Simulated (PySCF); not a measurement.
How methods differ on the excitation energy of Ca

Ca [Ar] 4s2 (1S) → Ca [Ar] 3d1 4s1 (3D), as a difference of total energies. Calculation: PySCF 2.14, in ANO-RCC-VTZP; scalar relativity by spin-free X2C-1e. Correlated levels: valence and next inner shell: [Ne] frozen. The calculations carry no spin-orbit coupling.

```json
{"method": "UHF", "excitation energy (eV)": "2.815", "error (eV)": "+0.291"}
{"method": "MP2 (valence and next inner shell)", "excitation energy (eV)": "3.373", "error (eV)": "+0.849"}
{"method": "SCS-MP2 (valence and next inner shell)", "excitation energy (eV)": "3.473", "error (eV)": "+0.949"}
{"method": "CCSD (valence and next inner shell)", "excitation energy (eV)": "3.491", "error (eV)": "+0.967"}
{"method": "CCSD(T) (valence and next inner shell)", "excitation energy (eV)": "3.544", "error (eV)": "+1.020"}
```

Reference: 2.524 eV (measured; NIST levels, between the centres of gravity of the two terms).

Errors of the correlated levels include the incompleteness of this basis and the frozen core.
